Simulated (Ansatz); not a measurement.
A run for Ansatz (a first-principles code): U-wB97X-V/def2-TZVPP on F, 2S+1 = 2, a spin state set in the input, which need not be the lowest.

Ansatz 0.2 input:
```yaml
crystal:
  periodic: [false, false, false]
  atoms:
    - {symbol: F, position_ang: [0.00000000, 0.00000000, 0.00000000]}
basis:
  gaussian:
    orbitals: def2-TZVPP
hamiltonian:
  xc: {name: wB97X-V}
magnetization: {spin_polarized: true, initial_magnetization: 1}
scf: {lower_state_search: full}
```

Output:

```
Functional definition: wB97X-V
[...]
integrals: 0.01 GiB planned
156 factors; their error is unknown
integrals: 0.04 GiB planned
27 factors; integrals over basis functions are off by at most 9.0e-5 eV
mean field: 0.08 GiB planned
mean field evaluation 1: about -2713.8168 eV, gradient 6.2e0 eV
mean field evaluation 2: about -2713.8882 eV, gradient 1.3e0 eV
mean field evaluation 4: about -2713.8928 eV, gradient 6.4e-2 eV
mean field evaluation 8: about -2713.9045 eV, gradient 1.7e-3 eV
mean field evaluation 16: about -2667.6787 eV, gradient 2.9e1 eV
mean field evaluation 32: about -2713.8928 eV, gradient 6.2e-2 eV
mean field -2713.90448222 eV, -99.7341501709 hartree, gradient 1.2e-6 eV, S^2 0.751470; 2 other end points of the search recorded, 0 dependent functions left out
reference -2713.90448189 eV, -99.7341501589 hartree; 5, 4 occupied and 26, 27 virtual orbitals, 156 factors
Total energy: -2713.90448189 eV, -99.7341501589 hartree
```

The run converged.

Cost: very roughly 1.1 core-seconds.
